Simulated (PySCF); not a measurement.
CrO3, charge -1, doublet, geometry from GFN2-xTB (such geometries of metal compounds can be far from the true shape) (the multiplicity is a formal guess) (a gas-phase anion, which may not be bound at this level), with bond 3-1 at 1.8 times its length; CASSCF(7,6)/STO-3G (PySCF).

Input for PySCF:
```python
from pyscf import gto, scf, mcscf
import numpy

mol = gto.Mole()
mol.atom = '''
    Cr   -0.000000    0.000000   -0.000000
    O    -1.075700   -1.139286   -0.112368
    O    -0.157326    2.264296   -1.686314
    O     1.163103   -0.118656    1.049210
'''
mol.basis = 'sto-3g'
mol.charge = -1
mol.spin = 1
mol.verbose = 4
mol.build()

mf = scf.ROHF(mol)
mf.kernel()
mc = mcscf.CASSCF(mf, 6, 7)
mc.fix_spin_(ss=0.75)
mc.kernel()
occ = numpy.linalg.eigvalsh(mc.fcisolver.make_rdm1(mc.ci, mc.ncas, mc.nelecas))[::-1]
ss = mc.fcisolver.spin_square(mc.ci, mc.ncas, mc.nelecas)[0]
print('natural occupations', occ.round(4), ' <S^2>', round(ss, 4))
```

### Question
Predict the main parts of the log of this PySCF run.

### Answer

```
PySCF version 2.14.0

[INPUT] verbose = 4
[INPUT] num. atoms = 4
[INPUT] num. electrons = 49
[INPUT] charge = -1
[INPUT] spin (= nelec alpha-beta = 2S) = 1
[INPUT] symmetry False subgroup None
[INPUT] Mole.unit = angstrom
[INPUT] Symbol           X                Y                Z      unit          X                Y                Z       unit  Magmom
[...]
nuclear repulsion = 195.278899421697
number of shells = 17
number of NR pGTOs = 99
number of NR cGTOs = 33
basis = sto-3g
ecp = {}

******** <class 'pyscf.scf.rohf.ROHF'> ********
method = ROHF
initial guess = minao
damping factor = 0
level_shift factor = 0
DIIS = <class 'pyscf.scf.diis.CDIIS'>
diis_start_cycle = 1
diis_space = 8
diis_damp = 0
SCF conv_tol = 1e-09
SCF conv_tol_grad = None
SCF max_cycles = 50
direct_scf = True
direct_scf_tol = 1e-13
num. doubly occ = 24  num. singly occ = 1
Set gradient conv threshold to 3.16228e-05
init E= -1251.70526317333
[...]
cycle= 1 E= -1251.50431488884  delta_E= 0.201  |g|=  1.9  |ddm|= 2.42
[...]
cycle= 2 E= -1236.64885483496  delta_E= 14.9  |g|= 4.62  |ddm|= 4.55
[...]
cycle= 3 E= -1252.32701446848  delta_E= -15.7  |g|= 1.18  |ddm|= 4.18

WARN: HOMO 0.380564062458143 >= LUMO 0.329853142984842

cycle= 4 E= -1252.64532494614  delta_E= -0.318  |g|= 1.39  |ddm|= 2.47

WARN: HOMO 0.356766707733598 >= LUMO 0.343914032162064

cycle= 5 E= -1253.525100192  delta_E= -0.88  |g|= 0.18  |ddm|=  1.5
[...]
cycle= 6 E= -1253.54281451438  delta_E= -0.0177  |g|= 0.154  |ddm|= 0.359
[...]
cycle= 7 E= -1253.54847488213  delta_E= -0.00566  |g|= 0.167  |ddm|= 0.225
[...]
cycle= 8 E= -1253.55187691058  delta_E= -0.0034  |g|= 0.194  |ddm|= 0.195
[...]
cycle= 9 E= -1253.54898458177  delta_E= 0.00289  |g|= 0.225  |ddm|= 0.192
[...]
cycle= 10 E= -1253.54899832917  delta_E= -1.37e-05  |g|= 0.224  |ddm|= 0.00876
[...]
cycle= 11 E= -1253.54853500857  delta_E= 0.000463  |g|= 0.227  |ddm|= 0.00498
[...]
cycle= 12 E= -1253.57181362615  delta_E= -0.0233  |g|= 0.0455  |ddm|= 0.278
[...]
cycle= 13 E= -1253.5748389873  delta_E= -0.00303  |g|= 0.0256  |ddm|= 0.165
[...]
cycle= 14 E= -1253.57539436767  delta_E= -0.000555  |g|= 0.00874  |ddm|= 0.0549
[...]
cycle= 15 E= -1253.57550251601  delta_E= -0.000108  |g|= 0.00512  |ddm|= 0.0365
[...]
cycle= 16 E= -1253.57552879361  delta_E= -2.63e-05  |g|= 0.00254  |ddm|= 0.013
[...]
cycle= 17 E= -1253.57553763388  delta_E= -8.84e-06  |g|= 0.00164  |ddm|= 0.00787
[...]
cycle= 18 E= -1253.57554465629  delta_E= -7.02e-06  |g|= 0.000739  |ddm|= 0.00839
[...]
[...]
converged SCF energy = -1253.57554650898
CASCI E = -1253.65350249448  S^2 = 0.7500000
[...]
macro iter  40 ( 21 JK    4 micro), CASSCF E = -1253.72559382195  dE = -1.31747590e-04  S^2 = 0.7500000
               |grad[o]|=0.00966  |grad[c]|=0.0207  |ddm|=0.00879  |maxRot[o]|=0.0325
macro iter  41 ( 21 JK    4 micro), CASSCF E = -1253.72572856030  dE = -1.34738355e-04  S^2 = 0.7500000
               |grad[o]|=0.00931  |grad[c]|=0.0241  |ddm|=0.0085  |maxRot[o]|=0.0302
macro iter  42 ( 21 JK    4 micro), CASSCF E = -1253.72585718154  dE = -1.28621236e-04  S^2 = 0.7500000
               |grad[o]|=0.00891  |grad[c]|=0.0268  |ddm|=0.00836  |maxRot[o]|=0.0279
macro iter  43 ( 17 JK    4 micro), CASSCF E = -1253.72616051155  dE = -3.03330018e-04  S^2 = 0.7500000
               |grad[o]|=0.00846  |grad[c]|=0.0281  |ddm|=0.00804  |maxRot[o]|=0.0672
macro iter  44 (  7 JK    2 micro), CASSCF E = -1253.72638085897  dE = -2.20347412e-04  S^2 = 0.7500000
               |grad[o]|=0.00718  |grad[c]|=0.019  |ddm|=0.0058  |maxRot[o]|=0.0698
macro iter  45 (  7 JK    2 micro), CASSCF E = -1253.72657535581  dE = -1.94496845e-04  S^2 = 0.7500000
               |grad[o]|=0.00627  |grad[c]|=0.0213  |ddm|=0.00753  |maxRot[o]|=0.0697
macro iter  46 (  7 JK    2 micro), CASSCF E = -1253.72673212569  dE = -1.56769880e-04  S^2 = 0.7500000
               |grad[o]|=0.00556  |grad[c]|=0.0202  |ddm|=0.014  |maxRot[o]|=0.0698
macro iter  47 ( 15 JK    4 micro), CASSCF E = -1253.72668005189  dE =  5.20737995e-05  S^2 = 0.7500000
               |grad[o]|=0.00485  |grad[c]|=0.0451  |ddm|=0.0125  |maxRot[o]|=0.114
macro iter  48 ( 21 JK    4 micro), CASSCF E = -1253.72671039001  dE = -3.03381205e-05  S^2 = 0.7500000
               |grad[o]|=0.0044  |grad[c]|=0.00401  |ddm|=0.00271  |maxRot[o]|=0.0125
macro iter  49 ( 17 JK    4 micro), CASSCF E = -1253.72681073135  dE = -1.00341341e-04  S^2 = 0.7500000
               |grad[o]|=0.00349  |grad[c]|=0.0123  |ddm|=0.0045  |maxRot[o]|=0.0377
macro iter  50 (  7 JK    2 micro), CASSCF E = -1253.72688795994  dE = -7.72285860e-05  S^2 = 0.7500000
               |grad[o]|=0.00263  |grad[c]|=0.0116  |ddm|=0.00663  |maxRot[o]|=0.0508
1-step CASSCF not converged,  50 macro (933 JK 186 micro) steps
CASSCF canonicalization
Density matrix diagonal elements [1.99873793 1.76973117 1.22526438 0.99995088 0.79533311 0.21098252]
CASSCF energy = -1253.72688795994
CASCI E = -1253.72688795994  E(CI) = -13.0651635873146  S^2 = 0.7500000
natural occupations [1.9992 1.8306 1.2272 1.     0.773  0.17  ]  <S^2> 0.75
```

The run did not converge; its last values are not results.
